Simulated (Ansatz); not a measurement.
```yaml
crystal:
  periodic: [false, false, false]
  atoms:
    - {symbol: C, position_ang: [-2.013815, 0.129772, 1.020139]}
    - {symbol: S, position_ang: [-1.369864, -1.241418, -0.000317]}
    - {symbol: Hf, position_ang: [0.818788, -0.263223, -0.547246]}
    - {symbol: O, position_ang: [1.758772, 0.037688, 1.109987]}
    - {symbol: O, position_ang: [1.698895, -1.544836, -1.672695]}
    - {symbol: O, position_ang: [0.518476, 1.434336, -1.404200]}
    - {symbol: H, position_ang: [-2.932999, -0.216753, 1.492310]}
    - {symbol: H, position_ang: [-1.311581, 0.411225, 1.806161]}
    - {symbol: H, position_ang: [-2.243445, 0.999730, 0.404960]}
    - {symbol: H, position_ang: [2.365818, -0.194562, 1.805268]}
    - {symbol: H, position_ang: [2.128315, -1.918980, -2.435070]}
    - {symbol: H, position_ang: [0.582650, 2.367031, -1.579286]}
basis:
  gaussian: {orbitals: ANO-RCC-VTZP}
hamiltonian: {xc: {name: wB97X-V}}
accuracy: high
```

```sh
$ ansatz run in.yaml --threads 4 --pin off --events-out ev --progress --plain --max-ram 11315MiB
```

Output, abridged:

```
Functional definition: wB97X-V
6534 factors; integrals over basis functions are off by at most 5.6e-9 eV
828 factors; integrals over basis functions are off by at most 1.5e-9 eV
mean field evaluation 1: about -428488.1419 eV, gradient 1.0e2 eV
mean field evaluation 2: about -428474.2009 eV, gradient 1.6e2 eV
mean field evaluation 4: about -428503.0845 eV, gradient 7.0e0 eV
mean field evaluation 8: about -428503.2455 eV, gradient 6.5e-1 eV
mean field evaluation 16: about -428503.2467 eV, gradient 2.6e-4 eV
mean field -428503.24672956 eV, -15747.2038673787 hartree, gradient 6.3e-8 eV, S^2 0.000000; 0 other end points of the search recorded, 0 dependent functions left out
reference -428503.24672904 eV, -15747.2038673597 hartree; 62, 62 occupied and 280, 280 virtual orbitals, 6534 factors
Total energy: -428503.24672904 eV, -15747.2038673597 hartree
Relativity: scalar
```

Run time 5.4 min (4 threads of an Arm Neoverse V2 on a shared host); peak host memory 6.8 GiB.
